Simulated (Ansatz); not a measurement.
Consider the ligand exchange at the Si–N bond: `OC(F)(F)N[SiH3]` + `[NH2][Zn][OH]` → `[NH2][Zn][O][SiH3]` + `NC(O)(F)F`.

Computed with Ansatz on PBE0-D4/def2-TZVP structures; ΔE is electronic, products minus reactants. CCSD(T)/CBS adds triple-zeta CCSD(T) − MP2 to the extrapolated MP2 energy (def2 sets, frozen cores). DFT in def2-TZVPP. B3LYP here is the variant with VWN-RPA as its local correlation; programs differ in this. For Zn outer-core shells are correlated without core-valence functions, which leaves a few kJ/mol of doubt a bond. Scalar relativity is left out up to krypton. One conformer a species, not always the lowest.

```
             level  ΔE (kJ/mol)  difference from CCSD(T)/CBS
         r2SCAN-D4        -60.0                          1.9
           PBE0-D4        -58.2                          3.7
          B3LYP-D4        -59.5                          2.4
           ωB97X-V        -60.7                          1.2
           ωB97M-V        -59.7                          2.2
            B2PLYP        -63.9                         -2.0
               PBE        -52.8                          9.1
            r2SCAN        -60.7                          1.2
              PBE0        -60.1                          1.8
             B3LYP        -62.8                         -0.9
     HF/def2-TZVPP        -84.3                        -22.4
SCS-MP2/def2-TZVPP        -66.5                         -4.6
   CCSD/def2-TZVPP        -67.4                         -5.5
CCSD(T)/def2-TZVPP        -64.7                         -2.8
    MP2/def2-QZVPP        -61.2                          0.7
     MP2/CBS(def2)        -59.9                          2.0
       CCSD(T)/CBS        -61.9                            0
```

Largest T1 diagnostic among the species: 0.017.

In def2-TZVPP, CCSD(T) changes the Hartree–Fock value by +19.6 kJ/mol (the triples alone add +2.7 kJ/mol) and MP2 by +21.6 kJ/mol. The D4 term adds +3.3 kJ/mol with B3LYP and +1.9 kJ/mol with PBE0; it sums over pairs of atoms, weighted by their polarisabilities, and B3LYP, whose exchange is more repulsive, gets the larger term.
